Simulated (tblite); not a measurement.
Record of a relaxation.

Compound: C5H11NOSi2.
Atom-mapped SMILES: `[CH:1]#[C:2][Si@@H:3]1[CH2:4][CH2:5][Si@H:6]([NH:7][CH3:8])[O:9]1` (hydrogens: H10 on C1; H11 on Si3; H12, H13 on C4; H14, H15 on C5; H16 on Si6; H17 on N7; H18, H19, H20 on C8)

Computed with GFN2-xTB (tblite), gas phase: L-BFGS steps from a force-field or distance-geometry start until the largest atomic force falls under 0.01 eV/Å. 9 of its 85 geometries are shown.

Step 0: E = -728.6221 eV, largest atomic force 2.801 eV/Å
```
atom  x, y, z in Å  |  force x, y, z in eV/Å
C1     -3.865    1.293   -1.365   -1.649   1.811  -0.938
C2     -3.127    0.467   -0.946    1.864  -1.915   0.839
Si3    -1.939   -0.833   -0.270    0.791   0.104  -0.107
C4     -1.151   -0.279    1.419   -0.010  -0.714  -0.275
C5      0.299   -0.854    1.468   -0.336   0.399  -0.570
Si6     0.935   -0.940   -0.346   -0.890  -0.463   0.321
N7      1.677    0.508   -0.838    0.594   0.672  -0.225
C8      2.996    0.964   -0.406   -0.334  -0.134   0.043
O9     -0.517   -1.015   -1.196   -0.337   0.124   1.327
H10    -4.541    2.034   -1.745    0.439  -0.485   0.264
H11    -2.586   -2.162   -0.109    0.179   0.335  -0.265
H12    -1.750   -0.644    2.275    0.347   0.307  -0.317
H13    -1.131    0.811    1.452    0.089  -0.095   0.137
H14     0.288   -1.875    1.855   -0.066   0.194   0.157
H15     0.945   -0.239    2.105   -0.207  -0.233  -0.012
H16     1.810   -2.094   -0.619   -0.373  -0.151  -0.018
H17     1.628    0.548   -1.847   -0.011   0.358  -0.094
H18     3.188    1.945   -0.830   -0.005   0.142  -0.029
H19     3.780    0.286   -0.747    0.137  -0.070   0.080
H20     3.056    1.051    0.687   -0.223  -0.186  -0.318
```

Step 10: E = -728.9226 eV, largest atomic force 0.170 eV/Å
```
atom  x, y, z in Å  |  force x, y, z in eV/Å
C1     -3.814    1.247   -1.352    0.058   0.000  -0.010
C2     -3.009    0.440   -0.971    0.010   0.034   0.031
Si3    -1.893   -0.836   -0.234    0.021  -0.085  -0.067
C4     -1.145   -0.284    1.427   -0.007  -0.035  -0.074
C5      0.289   -0.834    1.467    0.007   0.091   0.007
Si6     0.933   -0.907   -0.331   -0.084  -0.039   0.005
N7      1.692    0.528   -0.903   -0.062  -0.119   0.023
C8      2.988    0.957   -0.430   -0.042  -0.012  -0.013
O9     -0.514   -1.014   -1.100   -0.026   0.058  -0.063
H10    -4.492    1.967   -1.708   -0.026   0.015  -0.032
H11    -2.560   -2.137   -0.211    0.024  -0.043  -0.016
H12    -1.718   -0.630    2.290    0.057   0.135   0.002
H13    -1.110    0.808    1.460   -0.063  -0.099   0.068
H14     0.259   -1.849    1.875    0.110   0.122  -0.045
H15     0.899   -0.230    2.137    0.074  -0.061   0.084
H16     1.629   -2.166   -0.630   -0.042  -0.009   0.012
H17     1.598    0.684   -1.897   -0.058   0.009   0.035
H18     3.199    1.953   -0.817    0.052   0.019   0.068
H19     3.800    0.284   -0.731   -0.021   0.010  -0.017
H20     2.967    0.992    0.657    0.017   0.006   0.002
```

Step 21: E = -728.9407 eV, largest atomic force 0.086 eV/Å
```
atom  x, y, z in Å  |  force x, y, z in eV/Å
C1     -3.789    1.251   -1.361   -0.054   0.038  -0.019
C2     -2.999    0.444   -0.951    0.014  -0.048   0.021
Si3    -1.889   -0.851   -0.232   -0.070   0.039  -0.032
C4     -1.140   -0.287    1.426   -0.009  -0.032  -0.005
C5      0.304   -0.810    1.465    0.013   0.005  -0.012
Si6     0.918   -0.912   -0.336    0.027  -0.011   0.004
N7      1.679    0.519   -0.895    0.032   0.015  -0.010
C8      2.977    0.946   -0.425   -0.028  -0.007   0.002
O9     -0.521   -0.987   -1.117    0.007  -0.010  -0.024
H10    -4.476    1.962   -1.726    0.070  -0.028   0.003
H11    -2.530   -2.165   -0.236    0.003  -0.021   0.007
H12    -1.699   -0.613    2.303    0.000   0.006   0.020
H13    -1.136    0.805    1.447    0.041  -0.022   0.030
H14     0.305   -1.826    1.866   -0.033   0.022   0.047
H15     0.918   -0.215    2.140    0.002   0.035  -0.023
H16     1.578   -2.192   -0.621   -0.009   0.012  -0.011
H17     1.552    0.704   -1.881    0.020   0.031   0.019
H18     3.190    1.953   -0.787    0.003  -0.024   0.024
H19     3.789    0.280   -0.744   -0.038   0.027  -0.015
H20     2.964    0.963    0.663    0.010  -0.026  -0.027
```

Step 32: E = -728.9485 eV, largest atomic force 0.059 eV/Å
```
atom  x, y, z in Å  |  force x, y, z in eV/Å
C1     -3.775    1.249   -1.373    0.023  -0.014   0.000
C2     -3.021    0.421   -0.937   -0.009   0.014  -0.018
Si3    -1.900   -0.865   -0.223   -0.002   0.000  -0.036
C4     -1.139   -0.293    1.428   -0.013  -0.020   0.010
C5      0.310   -0.799    1.461    0.040   0.020  -0.019
Si6     0.903   -0.916   -0.346    0.033   0.026  -0.042
N7      1.663    0.525   -0.886    0.035  -0.001   0.000
C8      2.968    0.931   -0.419    0.004   0.000   0.012
O9     -0.539   -0.974   -1.127    0.010  -0.014   0.044
H10    -4.426    1.979   -1.764    0.006  -0.010   0.004
H11    -2.503   -2.196   -0.236   -0.021   0.010   0.028
H12    -1.685   -0.619    2.311   -0.033  -0.011   0.038
H13    -1.134    0.799    1.451   -0.015  -0.009  -0.008
H14     0.338   -1.792    1.915   -0.022   0.004  -0.033
H15     0.926   -0.161    2.094    0.018   0.033   0.022
H16     1.553   -2.200   -0.641   -0.008   0.031  -0.011
H17     1.529    0.750   -1.862   -0.016  -0.016   0.020
H18     3.176    1.956   -0.731   -0.011  -0.033   0.005
H19     3.772    0.283   -0.787   -0.024   0.030  -0.006
H20     2.978    0.894    0.669    0.004  -0.039  -0.010
```

Step 42: E = -728.9545 eV, largest atomic force 0.068 eV/Å
```
atom  x, y, z in Å  |  force x, y, z in eV/Å
C1     -3.752    1.244   -1.393    0.037  -0.035   0.016
C2     -3.020    0.401   -0.948   -0.024   0.047  -0.011
Si3    -1.911   -0.881   -0.212    0.019  -0.018  -0.013
C4     -1.147   -0.300    1.435    0.007   0.007   0.004
C5      0.315   -0.771    1.457    0.029  -0.020  -0.014
Si6     0.897   -0.906   -0.353   -0.003   0.018  -0.047
N7      1.657    0.539   -0.881    0.009  -0.026  -0.010
C8      2.971    0.915   -0.417   -0.009   0.011   0.006
O9     -0.551   -0.990   -1.118   -0.010  -0.004   0.031
H10    -4.384    1.985   -1.790   -0.015   0.004  -0.013
H11    -2.525   -2.208   -0.193    0.004   0.007  -0.005
H12    -1.678   -0.639    2.325   -0.020  -0.012   0.002
H13    -1.169    0.791    1.459   -0.009   0.019   0.004
H14     0.367   -1.758    1.920    0.000  -0.011   0.012
H15     0.923   -0.110    2.075   -0.003  -0.002   0.003
H16     1.552   -2.179   -0.680   -0.007   0.019   0.040
H17     1.513    0.785   -1.850    0.005   0.000   0.009
H18     3.166    1.961   -0.660    0.016  -0.035   0.014
H19     3.770    0.297   -0.847   -0.052   0.044   0.004
H20     3.000    0.796    0.665    0.026  -0.011  -0.032
```

Step 52: E = -728.9568 eV, largest atomic force 0.026 eV/Å
```
atom  x, y, z in Å  |  force x, y, z in eV/Å
C1     -3.739    1.245   -1.404   -0.012  -0.003   0.001
C2     -3.013    0.405   -0.944   -0.008  -0.002  -0.007
Si3    -1.915   -0.885   -0.206    0.017  -0.001   0.005
C4     -1.151   -0.304    1.441    0.010   0.003   0.005
C5      0.317   -0.762    1.455   -0.001  -0.003   0.003
Si6     0.891   -0.897   -0.357    0.011   0.001   0.013
N7      1.651    0.549   -0.883    0.008  -0.015   0.007
C8      2.970    0.909   -0.420    0.001  -0.001  -0.012
O9     -0.558   -1.002   -1.114    0.017   0.015   0.001
H10    -4.373    1.979   -1.811   -0.004   0.014  -0.011
H11    -2.534   -2.209   -0.183   -0.003   0.001  -0.013
H12    -1.680   -0.655    2.327    0.009   0.002   0.002
H13    -1.184    0.787    1.472   -0.002   0.000   0.009
H14     0.379   -1.747    1.921   -0.001   0.002   0.004
H15     0.924   -0.094    2.068   -0.018  -0.003   0.007
H16     1.555   -2.170   -0.658    0.004   0.004  -0.003
H17     1.509    0.806   -1.850   -0.011  -0.005   0.011
H18     3.165    1.964   -0.617   -0.016  -0.005   0.004
H19     3.761    0.315   -0.893   -0.002   0.005   0.000
H20     3.021    0.739    0.653    0.001  -0.009  -0.024
```

Step 63: E = -728.9586 eV, largest atomic force 0.034 eV/Å
```
atom  x, y, z in Å  |  force x, y, z in eV/Å
C1     -3.739    1.243   -1.419   -0.013   0.026  -0.017
C2     -3.013    0.409   -0.948    0.022  -0.010   0.007
Si3    -1.913   -0.878   -0.204   -0.012   0.015   0.016
C4     -1.154   -0.307    1.450    0.007  -0.005   0.006
C5      0.317   -0.756    1.466   -0.015  -0.001   0.006
Si6     0.894   -0.896   -0.346    0.004  -0.006   0.032
N7      1.649    0.546   -0.883    0.008   0.009   0.006
C8      2.973    0.901   -0.434    0.005   0.006  -0.002
O9     -0.553   -0.994   -1.106    0.009  -0.006  -0.013
H10    -4.366    1.978   -1.837    0.001  -0.012   0.007
H11    -2.536   -2.199   -0.197   -0.002  -0.016   0.001
H12    -1.682   -0.671    2.332   -0.001   0.006  -0.011
H13    -1.194    0.784    1.495   -0.004  -0.010  -0.002
H14     0.384   -1.741    1.933   -0.005   0.005   0.005
H15     0.916   -0.084    2.081   -0.005  -0.011  -0.016
H16     1.569   -2.166   -0.635   -0.017  -0.004  -0.010
H17     1.486    0.815   -1.843    0.007   0.002   0.009
H18     3.149    1.968   -0.581   -0.005   0.005   0.000
H19     3.761    0.344   -0.953    0.000   0.000  -0.008
H20     3.047    0.677    0.628    0.016   0.007  -0.014
```

Step 74: E = -728.9602 eV, largest atomic force 0.031 eV/Å
```
atom  x, y, z in Å  |  force x, y, z in eV/Å
C1     -3.732    1.244   -1.436   -0.014   0.014  -0.009
C2     -3.001    0.420   -0.956    0.004  -0.019   0.007
Si3    -1.911   -0.872   -0.204   -0.023   0.021   0.003
C4     -1.165   -0.312    1.460    0.002  -0.002  -0.003
C5      0.308   -0.758    1.482   -0.009   0.004   0.008
Si6     0.897   -0.899   -0.327    0.002  -0.003   0.020
N7      1.653    0.542   -0.865    0.017   0.005  -0.011
C8      2.987    0.903   -0.453    0.012   0.004   0.007
O9     -0.546   -0.990   -1.097   -0.002  -0.001  -0.010
H10    -4.366    1.970   -1.861    0.019  -0.012   0.011
H11    -2.538   -2.192   -0.208   -0.004  -0.005   0.003
H12    -1.698   -0.685    2.334    0.010  -0.001  -0.012
H13    -1.209    0.777    1.514    0.003  -0.005  -0.007
H14     0.377   -1.739    1.956   -0.004  -0.001  -0.006
H15     0.904   -0.080    2.093   -0.002  -0.003   0.000
H16     1.559   -2.173   -0.625    0.004  -0.006   0.005
H17     1.464    0.820   -1.817   -0.007   0.011   0.002
H18     3.135    1.979   -0.556    0.001  -0.004   0.002
H19     3.764    0.389   -1.031   -0.014  -0.003   0.003
H20     3.112    0.630    0.593    0.005   0.007  -0.012
```

Step 84: E = -728.9606 eV, largest atomic force 0.010 eV/Å
```
atom  x, y, z in Å  |  force x, y, z in eV/Å
C1     -3.730    1.243   -1.439    0.002  -0.002   0.003
C2     -3.003    0.416   -0.958    0.002   0.002  -0.003
Si3    -1.912   -0.873   -0.204   -0.002   0.002  -0.003
C4     -1.167   -0.313    1.459   -0.004   0.000   0.000
C5      0.305   -0.759    1.485   -0.004  -0.002   0.005
Si6     0.898   -0.898   -0.322   -0.005   0.004   0.001
N7      1.656    0.541   -0.862    0.004   0.002   0.002
C8      2.993    0.903   -0.459    0.005   0.005   0.003
O9     -0.544   -0.988   -1.094   -0.005  -0.002  -0.003
H10    -4.361    1.971   -1.864    0.005  -0.002   0.002
H11    -2.542   -2.193   -0.206    0.007  -0.001  -0.001
H12    -1.702   -0.687    2.332   -0.001   0.007   0.004
H13    -1.211    0.776    1.513   -0.002   0.000   0.000
H14     0.371   -1.741    1.957    0.001  -0.005  -0.001
H15     0.900   -0.083    2.100    0.000  -0.001   0.000
H16     1.558   -2.175   -0.615    0.007   0.002  -0.001
H17     1.454    0.831   -1.808   -0.002   0.000   0.004
H18     3.136    1.981   -0.553    0.002   0.003  -0.008
H19     3.765    0.397   -1.048   -0.008  -0.002   0.001
H20     3.130    0.625    0.584   -0.003  -0.009  -0.004
```

Q: Summarise the path.

A: The energy falls by 7.81 kcal/mol from step 0 to step 84; nine tenths of that is first reached at step 12. It rises by more than 0.2 meV at step 1. The largest force goes from 2.801 to 0.010 eV/Å. Among the bonds Si3–O9 changes most, from 1.707 to 1.636 Å; the atoms move by 0.199 Å rms after alignment.

Q: Follow the three bonds and two angles with the largest change from start to end.

A: 
| step | E above end (kcal/mol) | largest force (eV/Å) | Si3–O9 (Å) | Si6–O9 (Å) | Si3–C4 (Å) | Si6–N7–H17 (°) | O9–Si6–H16 (°) |
| --- | --- | --- | --- | --- | --- | --- | --- |
| 0 | 7.81 | 2.801 | 1.707 | 1.685 | 1.945 | 107.6 | 112.5 |
| 4 | 3.20 | 0.933 | 1.639 | 1.651 | 1.906 | 109.2 | 112.3 |
| 7 | 1.83 | 0.442 | 1.644 | 1.644 | 1.892 | 111.9 | 109.0 |
| 11 | 0.79 | 0.151 | 1.635 | 1.642 | 1.906 | 114.8 | 105.4 |
| 15 | 0.59 | 0.074 | 1.637 | 1.643 | 1.908 | 115.3 | 104.9 |
| 18 | 0.52 | 0.083 | 1.637 | 1.642 | 1.906 | 114.6 | 104.9 |
| 22 | 0.44 | 0.084 | 1.635 | 1.640 | 1.905 | 114.8 | 105.2 |
| 26 | 0.36 | 0.083 | 1.636 | 1.640 | 1.907 | 115.1 | 105.1 |
| 29 | 0.32 | 0.049 | 1.636 | 1.639 | 1.907 | 115.1 | 105.4 |
| 33 | 0.26 | 0.058 | 1.637 | 1.640 | 1.907 | 115.7 | 105.2 |
| 37 | 0.20 | 0.053 | 1.635 | 1.638 | 1.908 | 115.8 | 104.5 |
| 40 | 0.17 | 0.044 | 1.637 | 1.639 | 1.906 | 115.8 | 104.3 |
| 44 | 0.12 | 0.034 | 1.636 | 1.639 | 1.907 | 116.1 | 104.2 |
| 47 | 0.11 | 0.038 | 1.636 | 1.638 | 1.906 | 116.4 | 104.2 |
| 51 | 0.09 | 0.039 | 1.637 | 1.639 | 1.905 | 116.5 | 104.4 |
| 55 | 0.08 | 0.037 | 1.636 | 1.638 | 1.907 | 116.7 | 104.5 |
| 58 | 0.06 | 0.036 | 1.638 | 1.638 | 1.906 | 117.0 | 104.7 |
| 62 | 0.05 | 0.020 | 1.636 | 1.638 | 1.907 | 116.8 | 105.2 |
| 66 | 0.03 | 0.035 | 1.636 | 1.637 | 1.907 | 116.7 | 105.2 |
| 69 | 0.02 | 0.042 | 1.637 | 1.638 | 1.907 | 116.7 | 104.9 |
| 73 | 0.01 | 0.032 | 1.635 | 1.637 | 1.908 | 116.5 | 104.7 |
| 77 | 0.00 | 0.016 | 1.636 | 1.638 | 1.907 | 116.4 | 104.7 |
| 80 | 0.00 | 0.013 | 1.636 | 1.638 | 1.907 | 116.5 | 104.7 |
| 84 | 0.00 | 0.010 | 1.636 | 1.638 | 1.907 | 116.6 | 104.7 |

The cost below is that of the whole relaxation. On one thread of an Arm Neoverse V1, shared host, this took 0.82 s.
